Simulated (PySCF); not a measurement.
CLiN, SMILES [Li][C][N] (connectivity only; charge and spin as stated), neutral, multiplicity 1.

Coordinates come from a B3LYP-D3(BJ)/def2-TZVPD optimisation.

Two levels are set side by side: PBE/def2-TZVPD (PySCF) and PBE0/def2-TZVPD (PySCF). Same geometry, gas phase. Differences are taken from unrounded values.

| quantity | PBE0 |
|---|---|
| orbital gap (eV) | 6.39 |
| highest occupied level (eV) | -7.83 |
| lowest empty level (eV) | -1.44 |
| dipole moment (D) | 9.15 |
| mean polarisability (bohr³) | 24.1 |

**Question.** What does PBE give, and how far is it from PBE0? (Estimate from the structure and the level; the computed values follow.)

**Answer.** 
```tsv
quantity	PBE	PBE minus PBE0
orbital gap (eV)	4.29	-2.10
highest occupied level (eV)	-6.20	1.64
lowest empty level (eV)	-1.91	-0.47
dipole moment (D)	8.99	-0.16
mean polarisability (bohr³)	25.9	1.8
```

PBE's occupied levels lie high since its potential decays too fast outside the molecule; exact exchange lowers them and widens the gap. Loosely held outer electrons make PBE densities more polarisable. Differences between two approximate levels are no errors against the true value.

Rough cost on one machine, each run with all the roots and properties that it gave: PBE0 against PBE within a factor of 2.
